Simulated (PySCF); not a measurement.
Input of an EPR job (settings, then geometry in Å):

```
{"job": {"kind": "epr", "basis": "pcH-1"}, "charge": 1, "multiplicity": 2}
O     -0.446331     1.646071    -1.898693
C     -0.310549     1.088829    -0.862503
C     -1.377594     0.284263    -0.148930
C     -0.891840    -1.122818     0.161012
C      0.522706    -1.237690     0.530518
C      1.412650    -0.213828     0.394441
Cl     3.074688    -0.482856     0.637590
C      1.004066     1.133413    -0.072263
H     -2.285332     0.262165    -0.753369
H     -1.588872     0.822615     0.778623
H     -1.515118    -1.564829     0.950889
H     -1.063439    -1.794037    -0.694844
H      0.871058    -2.210144     0.849972
H      0.800640     1.795695     0.778344
H      1.788853     1.601141    -0.672697
```

Level of theory: PySCF 2.14.0, UKS B3LYP, pcH-1 on C Cl H O, non-relativistic, mean-field spin-orbit, GIAO. Geometry: GFN2-xTB, one conformer, isolated ion. The geometry wasn't refined by DFT: couplings that depend on bond lengths, twists or pyramidal angles can differ widely from those at the functional's own minimum, by a factor of two or more for some ions and for spin on atoms past the first row.

Output of the driver script. The program numbers atoms from 0.

```
UKS, coarse grid
  cycle   1  E = -767.78029927  |g| = 6.52e-01
  cycle   2  E = -765.27204582  |g| = 2.04e+00
  cycle   3  E = -767.89230523  |g| = 3.28e-01
  cycle   4  E = -767.95205940  |g| = 1.26e-01
  cycle   5  E = -767.95887245  |g| = 4.66e-02
  cycle   6  E = -767.95904820  |g| = 4.69e-02
  cycle   7  E = -767.95976974  |g| = 2.97e-02
  cycle   8  E = -767.96015916  |g| = 1.33e-02
  cycle   9  E = -767.96024325  |g| = 2.92e-03
  cycle  10  E = -767.96024692  |g| = 1.52e-03
  cycle  11  E = -767.96024922  |g| = 4.99e-04
UKS, final grid
  cycle   1  E = -767.96027393  |g| = 1.33e-03
  cycle   2  E = -767.96026286  |g| = 5.08e-03
  cycle   3  E = -767.96027476  |g| = 2.64e-04
  cycle   4  E = -767.96027480  |g| = 9.28e-05
  cycle   5  E = -767.96027481  |g| = 5.49e-05
  cycle   6  E = -767.96027481  |g| = 1.43e-05
E = -767.96027481 Eh   <S^2> = 0.7544 (exact 0.7500)
g shifts (ppm)      1          2          3
  rmc          -220       -220       -220
  gc             22         24         16
  oz_so         307       6170      14425
  total         111       5974      14223
hyperfine (MHz)  atom isotope    a_iso     a_fc   dipolar eigenvalues
    0   17O     -15.35     -15.29    -74.49     34.06     40.44
    1   13C     -24.38     -24.35     -8.80      0.74      8.05
    2   13C      19.08      19.08     -5.61     -4.25      9.86
    3   13C     -17.10     -17.08     -4.26     -2.84      7.10
    4   13C      22.16      22.39    -29.25    -28.12     57.37
    5   13C      -1.82      -2.28    -15.31    -12.53     27.83
    6  35Cl       6.78       5.39    -28.36    -26.38     54.74
    7   13C      10.80      10.66     -9.46     -7.51     16.97
    8    1H      -3.14      -3.15     -3.38     -0.25      3.63
    9    1H      11.39      11.39     -1.57     -1.23      2.80
   10    1H     128.98     128.97     -4.48     -2.85      7.34
   11    1H     100.51     100.50     -4.46     -2.15      6.61
   12    1H     -23.33     -23.30    -12.80     -3.19     15.99
   13    1H      68.55      68.54     -3.37     -3.32      6.69
   14    1H      -1.05      -1.08     -4.98     -1.56      6.54
```

|g| in the SCF lines is the orbital gradient. In the g block, columns 1 to 3 are the principal axes in rising order; rmc is the relativistic mass correction, gc the gauge correction and oz_so the orbital-Zeeman/spin–orbit term. a_fc is the Fermi-contact part of a_iso, the rest being spin–orbit.

**Question.** What does the output say about convergence, stability and spin contamination?

**Answer.** The SCF converged after 17 cycles in all, 11 of them on the coarse grid; no stability test was run. The unrestricted determinant has ⟨S²⟩ = 0.7544 (exact 0.7500), so spin contamination is small.

**Question.** What are the principal g values and g_iso?

**Answer.** Adding the total shifts to 2.002319 gives 2.00243, 2.00829, 2.01654; their mean shift is 6769 ppm, so g_iso = 2.00909.

**Question.** Which couplings shape the isotropic spectrum at natural abundance (0.05 mT or more)? Keep the log's numbering.

**Answer.** atoms 10, 11 (1H, I = 1/2): mean 114.7 MHz = 4.08 mT in magnitude, a 1:2:1 triplet; atoms 13, 14 (1H, I = 1/2): mean 33.8 MHz = 1.20 mT in magnitude, a 1:2:1 triplet; atom 12 (1H, I = 1/2): -23.3 MHz = 0.83 mT in magnitude, a 1:1 doublet; atom 6 (35Cl, I = 3/2): 6.8 MHz = 0.24 mT in magnitude, a 1:1:1:1 quartet; atoms 8, 9 (1H, I = 1/2): mean 4.1 MHz = 0.15 mT in magnitude, a 1:2:1 triplet. Together 216 lines to first order. Nuclei that the bonding pattern makes equivalent are averaged, as if the motion that swaps them (rotation, inversion, ring flip) were fast. The 1H value of +33.8 MHz is a mean of couplings from -1.0 to 68.6 MHz in this one geometry, not an average over conformers. The 1H value of +114.7 MHz is a mean of couplings from 100.5 to 129.0 MHz in this one geometry, not an average over conformers. Main isotope only: 35Cl (natural samples also hold 24 % 37Cl, magnetic too, which adds its own pattern).

**Question.** How large is the spin–orbit part of a_iso for atom 4 (13C)?

**Answer.** a_iso − a_fc = 22.16 − (22.39) = -0.23 MHz.

The species is `O=C1CC[CH+][C](Cl)C1` [radical] (charge +1). The run used 280 basis functions and 12 iterations of the response equations. The SMILES `O=C1CC[CH+][C](Cl)C1` draws the unpaired electron on C6, whose computed spin population is only +0.12.
Labels such as C1 count atoms from 1, the log's own numbers from 0.
